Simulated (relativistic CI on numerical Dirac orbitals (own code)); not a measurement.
**Judd-Ofelt analysis for Nd4+**

Method of calculation: Dirac-Coulomb-Breit CI, orbitals from a KLI potential per configuration, model QED (radiative potential, 1s self-energy scaled to tabulated hydrogen-like ionisation energies), valence Slater integrals scaled by 0.7 (own radial code, finite nucleus).

Configuration 4f² alone, in intermediate coupling. Take Ω₂ = 6.51, Ω₄ = 4.33, Ω₆ = 0.98 (10⁻²⁰ cm²) and refractive index n = 1.53 as given. A_ED = 64π⁴e²ν³ n(n² + 2)²/[27h(2J + 1)] Σ Ω_λ |U^λ|², in Gaussian units with ν in cm⁻¹, and A_MD is n³ times the free-ion magnetic-dipole rate; a dash marks a rate that is forbidden or under 2 % of the level's free-ion decay.

Emitting level ¹S0 at 50951 cm⁻¹ (radiative decay alone: multiphonon quenching in a host is left out, and the level can lie too high or too low):

```
 To  ν (cm⁻¹)  U² squared  U⁴ squared  U⁶ squared  Free-ion A(M1) (s⁻¹)
³H4     50951      0.0000      0.0128      0.0000                     -
³H5     48149      0.0000      0.0000      0.0000                     -
³F2     45393      0.0044      0.0000      0.0000                     -
³H6     45349      0.0000      0.0000      0.0000                     -
¹G4     43713      0.0000      0.2708      0.0000                     -
³F3     43553      0.0000      0.0000      0.0000                     -
³F4     40029      0.0000      0.2842      0.0000                     -
¹D2     31894      0.4789      0.0000      0.0000                     -
¹I6     28329      0.0000      0.0000      0.5632                     -
³P0     27733      0.0000      0.0000      0.0000                     -
³P1     26873      0.0000      0.0000      0.0000                  14.6
³P2     25326      0.0871      0.0000      0.0000                     -
```

**Question.** Give the rates, branching ratios and the radiative lifetime.

**Answer.** The rates are:

| To | λ (nm) | A_ED (s⁻¹) | A_MD (s⁻¹) | β (%) |
| --- | --- | --- | --- | --- |
| ³H4 | 196 | 17000 | 0 | 2.4 |
| ³H5 | 208 | 0 | 0 | 0.0 |
| ³F2 | 220 | 6150 | 0 | 0.9 |
| ³H6 | 221 | 0 | 0 | 0.0 |
| ¹G4 | 229 | 227000 | 0 | 31.6 |
| ³F3 | 230 | 0 | 0 | 0.0 |
| ³F4 | 250 | 183000 | 0 | 25.5 |
| ¹D2 | 314 | 234000 | 0 | 32.7 |
| ¹I6 | 353 | 29100 | 0 | 4.1 |
| ³P0 | 361 | 0 | 0 | 0.0 |
| ³P1 | 372 | 0 | 52.3 | 0.0 |
| ³P2 | 395 | 21300 | 0 | 3.0 |

τ_rad = 1.39e-06 s. Computed level positions enter as ν³, so measured ones would change the rates. For the strongest line (314 nm) and an assumed effective width Δλ = 2.9 nm (300 cm⁻¹), the Füchtbauer-Ladenburg formula σ = λ⁴A/(8πcn²Δλ) gives a peak emission cross-section of 44 × 10⁻²⁰ cm². The line to ¹D2 has a large U² element and is therefore hypersensitive to the surroundings through Ω₂.
